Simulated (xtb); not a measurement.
The xtb input:
```
$ xtb mol.xyz --gfn 1 --uhf 1 --ohess --json

# file mol.xyz
6

Si    -1.40329534    -0.53462063     0.03897477
As     0.72861432     0.32423351    -0.02335434
H     -1.67313328    -1.31833068     1.25215617
H     -2.36838393     0.56910308     0.00592110
H     -1.70511391    -1.41474898    -1.09857261
H      1.34849332    -1.05104054     0.06554169
```

Task: Estimate the harmonic frequencies (imaginary ones negative) that xtb with GFN1-xTB returns for this input.

Result: 134, 391, 422, 429, 642, 850, 883, 896, 2001, 2144, 2153, 2165 cm⁻¹

Task: Estimate the total energy at the end of the optimisation that GFN1-xTB returns for this input.

Result: -6.3336 Eh
